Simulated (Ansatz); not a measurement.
Cost and result for the atomization energy of CH6ClFSi2, SMILES `C[SiH](Cl)[SiH2]F` (11 atoms, 10 bonds).

```xyz
11

C     0.2460   -1.3196    1.1404
Si   -0.7183   -0.3626   -0.1320
Cl   -2.3744    0.5105    0.7585
Si    0.4525    1.4598   -1.0295
F     1.8127    0.9544   -1.7247
H     0.5829   -0.6663    1.9476
H    -0.3679   -2.1144    1.5697
H     1.1245   -1.7746    0.6744
H    -1.2257   -1.2683   -1.1957
H    -0.3537    2.1665   -2.0575
H     0.8214    2.4146    0.0487
```

The species carries charge 0 and has multiplicity 1. The geometry is a stationary point of PBE0-D4/def2-TZVP. It is one conformer, not always the lowest. Program: Ansatz. All runs use 4 threads of an Arm Neoverse V1 on a shared host. Times are those of one run each, without the atoms' runs, and a repeat can differ threefold. Electronic energies, without spin–orbit coupling; frozen cores. CCSD(T)/CBS adds CCSD(T) − MP2 in def2-TZVPP to the MP2 limit, and its time is that of the two runs behind it. T1 = 0.011. B3LYP takes the VWN-RPA correlation (the form of Gaussian; ORCA's B3LYP/G). HSE06 is the plane-wave form, built on full-range PBE exchange.

CCSD(T)/CBS is a level of theory with its own doubt, some kJ/mol a heavy atom from the limit and from the frozen cores, so smaller differences don't rank the functionals.

```tsv
level	functions	wall time	atomization (kcal/mol)	difference from CCSD(T)/CBS	per bond
LDA (SPW92)/def2-TZVPP	272	1.9 s	1017.4	104.5	10.5
revPBE-D4/def2-TZVPP	272	2.9 s	895.0	-17.9	-1.8
PBE-D4/def2-TZVPP (with forces)	272	3.4 s	912.7	-0.2	0.0
PBE0-D4/def2-TZVPP	272	4.8 s	905.1	-7.8	-0.8
HSE06-D4/def2-TZVPP	272	5.5 s	905.5	-7.4	-0.7
r2SCAN-D4/def2-TZVPP (with forces)	272	6.5 s	912.5	-0.4	0.0
CCSD(T)/def2-SVP	112	6.5 s	847.3	-65.6	-6.6
B3LYP-D4/def2-TZVPP (with forces)	272	7 s	906.5	-6.4	-0.6
ωB97X-V/def2-TZVPP	272	12 s	916.0	3.1	0.3
B97M-V/def2-TZVPP	272	13 s	915.8	2.9	0.3
MP2/def2-QZVPP	504	27 s	913.3	0.4	0.0
CCSD(T)/def2-TZVPP	272	3.8 min	887.8	-25.1	-2.5
CCSD(T)/CBS(def2)	–	4.2 min	912.9	0.0	0.0
```

From PBE to PBE0 (25 % exact exchange), in def2-TZVPP and without D4, the atomization energy moves by −6.7 kcal/mol: exact exchange takes away binding that semilocal exchange gives to molecules. In def2-TZVPP, CCSD(T) changes the Hartree–Fock value by +192.6 kcal/mol (the triples alone add +10.4 kcal/mol) and MP2 by +203.1 kcal/mol; breaking electron pairs costs correlation energy, which Hartree–Fock lacks. Leaving LDA and LC-ωPBE aside and taking each functional with its dispersion term where it has one, the values, not all of them listed here, spread over 24.4 kcal/mol, from BHLYP-D4 to ωB97X-V. LDA lies +111.0 kcal/mol from PBE without D4, its usual overbinding.
